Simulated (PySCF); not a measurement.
# C₆ coefficients of unlike pairs at PBE0

Calculated with PySCF 2.14 from the dipole response of each species, C₆(A,B) = (3/π) ∫ α_A(iu) α_B(iu) du, in atomic units, from isotropic polarisabilities. For ions this is the dispersion term alone; charge-induced terms of lower order in 1/R come first.

| species | configuration | basis | relativity | α (bohr³) | C₆ (like pair) |
| --- | --- | --- | --- | --- | --- |
| Cl³⁺ | [Ne] 3s2 3p2 (3P) | aug-cc-pV(D+d)Z (5s4p3d) | none | 4.347 | 11.69 |
| Xe³⁺ | [Kr] 4d10 5s2 5p3 (4S) | aug-cc-pwCVTZ-DK3 (10s9p7d4f1g) | spin-free X2C | 9.473 | 56.51 |
| B²⁺ | [He] 2s1 (2S) | def2-QZVPPD (8s4p4d2f1g) | none | 7.179 | 9.646 |
| Te³⁺ | [Kr] 4d10 5s2 5p1 (2P) | aug-cc-pVQZ-PP with ECP28MDF (7s7p5d3f2g) | core potential | 10.60 | 53.85 |

Question: Estimate C₆ for Xe³⁺ with Cl³⁺.

Answer: The integral gives 25.65. The combination rule 2 C_A C_B / (C_A α_B/α_A + C_B α_A/α_B) gives 25.71 and the geometric mean 25.71.

No spin-orbit coupling is included.

The other pairs:

```
      pair     C₆
Te³⁺, Xe³⁺  54.77
 Te³⁺, B²⁺  20.67
 B²⁺, Xe³⁺  19.98
 B²⁺, Cl³⁺  9.172
Te³⁺, Cl³⁺  24.96
```
